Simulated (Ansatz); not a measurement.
```yaml
atoms:
  - { symbol: C, position_ang: [-0.0467, -0.0164, -0.4852] }
  - { symbol: C, position_ang: [-0.0416, -0.0157, 0.7991] }
  - { symbol: H, position_ang: [-0.0485, -0.9506, -1.0196] }
  - { symbol: H, position_ang: [-0.0062, 0.9891, -1.0037] }
```

Basis set: 6-31G (spherical functions). Frozen core: 2 orbitals. Charge 0, multiplicity 1.

Computed with Ansatz (development build ahead of 0.2.0); each method stands on the lowest determinant of its kind that the runs found. Restricted open shells among the atoms or ions are ROHF, correlated in semicanonical orbitals with singles.

(1) Give the atomization energy at this shape (free ground-state atoms in the same class of orbitals less the molecule, no zero-point energy) of singlet C₂H₂ by RHF-MP2, RHF.

## Answers

(1)

```csv
method,atomization energy
RHF-MP2,13.25 eV
RHF,10.40 eV
```

This basis has no polarisation functions and is too small for such energies, which can lie far from measured ones in either direction.
